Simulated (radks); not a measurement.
Numerical settings for the vanadium ion V3+, [Ar] 3d2. All-electron calculation, Dirac Kohn-Sham, PBEsol, spin-unpolarised, spherical densities, finite nucleus; open shells fill j = l - 1/2 first; Fermi nuclear charge, rms radius 3.6002 fm. Program: a radial shooting solver on a logarithmic mesh with Libxc functionals. The defaults (mesh step 0.008 in ln r, mesh end at 40 bohr or more with all orbitals vanishing there, Anderson mixing 0.5 over 9 steps, residual threshold near 1e-9 with the energy settled to 1e-9 hartree or 1e-11 of itself, here a cap of 63 iterations) give E = -946.1312 hartree and 3d3/2 at -36.944 eV in 14 iterations. Run on one thread of a shared host, so times are rough (Arm Neoverse N1): 0.1 s of CPU time, 0.1 s wall, 14 iterations on 2189 mesh points. Changes against that run (0 stands for a change within the tolerance of the run):

setting,iterations,converged,E (mhartree),e(3d3/2) (meV),CPU (s)
mesh step in ln r 0.02,14,yes,0,0,0.05
mesh step in ln r 0.03,14,yes,+0.00015,0,0.04
mesh step in ln r 0.05,14,yes,+0.00563,-0.00477,0.03
mesh end (bohr) 1,13,level above zero,+5.71e+04,+2.16e+05,0.06
mesh end (bohr) 20,14,yes,0,0,0.1
residual threshold 0.01,9,yes,0,-0.1,0.08
residual threshold 1e-05,9,yes,0,-0.1,0.08
mixing 0.2,15,yes,0,0,0.11
"linear mixing, mixing 0.05",63,no,+0.112,-723,0.35
"linear mixing, mixing 0.5",30,yes,0,0,0.17
mixing history 2,20,yes,0,0,0.13
iteration cap 5,5,no,+0.0348,-105,0.04

Settled on a wrong energy, with an occupied level pushed above zero by the early mesh end: mesh end (bohr) 1 (+57.1 hartree). Apart from these: no run marked as converged misses the energy by more than 1 mhartree. A mesh that ends early acts as a hard wall.
